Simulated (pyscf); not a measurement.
# Group migration: cyclic C₅H₈ (SMILES C=CC1CC1) -> cyclic C₅H₈ (SMILES C1=CCCC1)

Gas phase, singlet surface, charge 0. Bonds broken: C3–C4. Bonds formed: C1–C4. Single points on ωB97X-D3(BJ)/def2-SVP structures (PySCF, gas phase).

Transition state (Å):

```xyz
13

C     -0.1730     1.6567    -0.5630
C     -0.2346     0.3036    -0.8235
C     -0.7614    -0.6233     0.0852
C     -0.9980     0.8388     1.7069
C     -0.4950    -0.5243     1.5635
H     -1.0210     2.1580    -0.1028
H      0.5606     2.3031    -1.0624
H      0.1706    -0.0881    -1.7710
H     -1.2971    -1.5101    -0.2828
H     -2.0787     0.9985     1.7071
H     -0.3715     1.6631     2.0485
H     -1.1036    -1.2726     2.0961
H      0.5641    -0.6599     1.8346
```

One imaginary mode, 674i cm⁻¹; descent along it reached the two sides named, in the forms told below.

| bond | change | reactant side (Å) | saddle | product side |
|---|---|---|---|---|
| C3–C4 | breaks | 1.502 | 2.196 | 2.392 |
| C1–C4 | forms | 3.1 | 2.550 | 1.545 |

Electronic energies relative to the reactant's lowest minimum found (kJ/mol):

```csv
level,barrier,reaction energy,reverse barrier
ωB97X-D3(BJ)/def2-TZVP,291.8,-93.7,385.5
PBE/def2-TZVP,234.1,-85.0,319.1
r²SCAN/def2-TZVP,251.7,-86.8,338.5
B3LYP-D3(BJ)/def2-TZVP,248.1,-88.5,336.6
PBE0-D3(BJ)/def2-TZVP,266.0,-93.4,359.4
M06-2X/def2-TZVP,289.5,-78.5,368.0
ωB97M-D3(BJ)/def2-TZVP,277.1,-91.3,368.4
HF/def2-TZVP,347.5,-90.9,438.4
```

With ωB97M-D3(BJ)/def2-TZVP energies and thermal terms (ideal gas, 1 atm, RRHO with modes under 100 cm⁻¹ raised to 100, one conformer, R ln 2 for chiral ones without a mode under 150 cm⁻¹), in kJ/mol:

```
T (K)    ΔH‡    ΔG‡     ΔH     ΔG
-----  -----  -----  -----  -----
298    266.8  267.2  -87.2  -83.0
600    266.5  267.7  -89.7  -77.6
900    265.3  268.5  -90.9  -71.3
1200   263.7  269.7  -91.4  -64.7
```

On the reactant side the descent ends in a point that may be a rotor saddle (no frequency run), 4.9 kJ/mol over the lowest minimum found and 286.9 kJ/mol under the saddle at ωB97X-D3(BJ)/def2-TZVP. One saddle was located; it need not be the lowest between these sides. One closed-shell reference is unstable to symmetry breaking; treat the single-reference values with care.
